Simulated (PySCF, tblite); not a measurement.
C6H7N.
Atom-mapped SMILES: `[CH:1]#[C:2][C@H:3]1[CH2:4][CH2:5][CH:6]=[N:7]1` (hydrogens: H8 on C1; H9 on C3; H10, H11 on C4; H12, H13 on C5; H14 on C6)

Computed with GFN2-xTB (tblite), gas phase: Langevin dynamics at 300 K from the optimised GFN2-xTB geometry, time step 0.5 fs, friction 0.01 fs⁻¹, 2000 steps. Over the second half of the run the saved frames average 259 K.

Frame at 250 fs, instantaneous temperature 184 K:
```
atom  x, y, z in Å
C1      3.041   -0.120   -0.205
C2      1.885   -0.337   -0.364
C3      0.453   -0.720   -0.734
C4     -0.271   -1.540    0.403
C5     -1.297   -0.471    0.817
C6     -1.278    0.520   -0.232
N7     -0.280    0.492   -1.026
H8      4.051    0.061    0.023
H9      0.543   -1.340   -1.710
H10     0.516   -1.728    1.083
H11    -0.730   -2.443    0.007
H12    -2.270   -0.998    0.847
H13    -1.086   -0.098    1.821
H14    -2.003    1.319   -0.352
```

Frame at 425 fs, instantaneous temperature 286 K:
```
atom  x, y, z in Å
C1      3.216   -0.486   -0.754
C2      2.019   -0.487   -0.610
C3      0.598   -0.552   -0.646
C4      0.045   -1.630    0.309
C5     -1.286   -0.997    0.838
C6     -1.021    0.425    0.494
N7     -0.119    0.639   -0.329
H8      4.248   -0.450   -0.814
H9      0.328   -0.818   -1.757
H10     0.641   -1.796    1.137
H11    -0.153   -2.580   -0.209
H12    -2.206   -1.229    0.349
H13    -1.494   -1.121    1.901
H14    -1.600    1.230    0.921
```

Frame at 625 fs, instantaneous temperature 198 K:
```
atom  x, y, z in Å
C1      3.346   -0.492   -0.447
C2      2.133   -0.446   -0.435
C3      0.709   -0.417   -0.449
C4      0.142   -1.440    0.671
C5     -1.216   -0.733    1.085
C6     -0.901    0.661    0.595
N7      0.115    0.905   -0.123
H8      4.378   -0.455   -0.454
H9      0.371   -0.675   -1.479
H10     0.725   -1.492    1.585
H11     0.169   -2.413    0.147
H12    -2.144   -1.130    0.549
H13    -1.395   -0.631    2.132
H14    -1.570    1.501    0.733
```

Frame at 800 fs, instantaneous temperature 285 K:
```
atom  x, y, z in Å
C1      3.423   -0.823   -0.137
C2      2.236   -0.664   -0.181
C3      0.801   -0.567   -0.260
C4      0.003   -1.333    0.778
C5     -1.093   -0.441    1.328
C6     -0.604    0.915    0.710
N7      0.412    0.821    0.004
H8      4.467   -0.946   -0.224
H9      0.561   -0.861   -1.299
H10     0.599   -1.713    1.567
H11    -0.440   -2.246    0.348
H12    -1.982   -0.906    0.915
H13    -1.006   -0.388    2.426
H14    -1.035    1.891    1.103
```

Frame at 1000 fs, instantaneous temperature 220 K:
```
atom  x, y, z in Å
C1      3.339   -0.419    0.613
C2      2.189   -0.562    0.331
C3      0.889   -0.771   -0.203
C4     -0.063   -1.488    0.804
C5     -0.964   -0.341    1.355
C6     -0.721    0.741    0.235
N7      0.248    0.512   -0.561
H8      4.348   -0.377    0.914
H9      0.927   -1.369   -1.117
H10     0.532   -2.050    1.631
H11    -0.719   -2.234    0.412
H12    -1.980   -0.628    1.590
H13    -0.501    0.115    2.231
H14    -1.256    1.652    0.159
```

**Question.** What do single points at PBE0/pcSseg-1 (PySCF, gas phase) give on these frames?

**Answer.** 
```
t (fs)  GFN2-xTB E above start (eV)  DFT E above lowest frame (eV)  HOMO (eV)  LUMO (eV)  dipole (D)
   250                         0.48                           0.13      -7.62      -0.34        2.63
   425                         0.37                           0.09      -7.37      -0.04        2.45
   625                         0.51                           0.14      -7.39      -0.21        2.59
   800                         0.55                           0.23      -7.40      -0.15        2.34
  1000                         0.36                           0.00      -7.54      -0.23        2.36
```

Both levels order the frames alike by energy; measured from each level's lowest frame they differ by 0.08 eV at most. The HOMO–LUMO gap runs from 7.18 to 7.33 eV. These are instantaneous structures, not minima.

**Question.** And the isotropic GIAO shieldings (ppm) from the same runs?

**Answer.** 
| atom | 250 fs | 425 fs | 625 fs | 800 fs | 1000 fs | mean | range |
| --- | --- | --- | --- | --- | --- | --- | --- |
| C1 | 111.8 | 106.5 | 105.6 | 108.5 | 106.0 | 107.7 | 6.2 |
| C2 | 94.7 | 97.9 | 96.9 | 96.1 | 100.0 | 97.1 | 5.3 |
| C3 | 110.9 | 123.4 | 114.2 | 120.7 | 121.9 | 118.2 | 12.5 |
| C4 | 154.8 | 156.4 | 144.0 | 160.1 | 149.6 | 153.0 | 16.1 |
| C5 | 153.7 | 145.8 | 142.0 | 141.2 | 140.4 | 144.6 | 13.3 |
| C6 | 10.7 | 17.5 | 9.1 | 19.1 | 8.2 | 12.9 | 10.9 |
| N7 | -130.4 | -104.5 | -123.1 | -125.1 | -126.9 | -122.0 | 25.9 |
| H8 | 30.1 | 30.3 | 30.1 | 29.7 | 29.7 | 30.0 | 0.6 |
| H9 | 25.2 | 25.1 | 26.7 | 26.4 | 26.2 | 25.9 | 1.6 |
| H10 | 29.9 | 31.3 | 29.6 | 30.8 | 28.2 | 30.0 | 3.1 |
| H11 | 29.5 | 29.2 | 28.7 | 29.6 | 30.0 | 29.4 | 1.3 |
| H12 | 28.8 | 30.0 | 27.9 | 28.3 | 29.0 | 28.8 | 2.1 |
| H13 | 28.9 | 29.2 | 29.4 | 28.7 | 28.9 | 29.0 | 0.7 |
| H14 | 24.1 | 24.3 | 24.2 | 23.2 | 24.1 | 24.0 | 1.1 |

The cost below is that of the whole dynamics run. The run took 15 s wall on one thread, Intel Xeon Platinum 8259CL at 2.50 GHz (x86_64), no GPU, on a shared host, and the process peaked at 0.18 GiB of memory.
